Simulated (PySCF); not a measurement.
CH₇Cl₂NSi₂, SMILES [SiH](NC[SiH3])(Cl)Cl.

Geometry: B3LYP-D3(BJ)/def2-SVP. The structure was generated by enumeration, and PubChem lists no compound with its InChIKey, so it may never have been made. The values are those of a single conformer.

Two levels are set side by side: PBE/def2-TZVP (PySCF) and ωB97X/def2-TZVP (PySCF). Same geometry, gas phase. Differences are taken from unrounded values.

```json
[
 {"quantity": "orbital gap (eV)", "PBE": "5.23"},
 {"quantity": "highest occupied level (eV)", "PBE": "-6.08"},
 {"quantity": "lowest empty level (eV)", "PBE": "-0.85"},
 {"quantity": "dipole moment (D)", "PBE": "1.83"},
 {"quantity": "mean polarisability (bohr³)", "PBE": "99.5"}
]
```

Task: These are the PBE values. What does ωB97X give? (An estimate is asked for; the answer gives what the named calculation found.)

Result: 
```tsv
quantity	ωB97X	PBE minus ωB97X
orbital gap (eV)	11.83	-6.61
highest occupied level (eV)	-9.81	3.73
lowest empty level (eV)	2.03	-2.88
dipole moment (D)	1.97	-0.14
mean polarisability (bohr³)	93.1	6.4
```

PBE's occupied levels lie high since its potential decays too fast outside the molecule; exact exchange lowers them and widens the gap. PBE's more diffuse valence density responds more strongly to a field. Differences between two approximate levels are no errors against the true value.

Rough cost on one machine, each run with all the roots and properties that it gave: ωB97X against PBE within a factor of 2.
